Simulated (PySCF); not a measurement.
Computed IR spectrum (relative IR intensity) of a molecule C₃H₉FSi. Geometry optimised at PBE-D3(BJ)/def2-SVP. One conformer was computed; it need not be the lowest. These are PBE-D3(BJ)/def2-SVP (PySCF 2.14.0) values and carry that method's errors. Frequencies are harmonic and unscaled.

Lines under 2 % of the strongest are left out, and lines within 2 cm⁻¹ are merged.

ν (cm⁻¹): 224 (vw), 309 (vw), 587 (w), 617 (vw), 687 (w), 739 (w), 752 (s), 802 (w), 859 (vs), 890 (vs), 951 (m), 954 (m), 1021 (w), 1214 (w), 1220 (m), 1385 (w), 1425 (vw), 1430 (w), 2154 (vs), 2964 (m), 2970 (w), 3048 (m), 3073 (vw) (against the strongest line: vs over 80 %, s over 45 %, m over 15 %, w over 4 %, vw less)

**Question.** Pick the molecule that these values belong to.
A) CC[C@H](F)[SiH3]
B) CC(C)(F)[SiH3]
C) CC[Si@H](C)F
D) C[SiH](C)CF

**Answer.** C, CC[Si@H](C)F
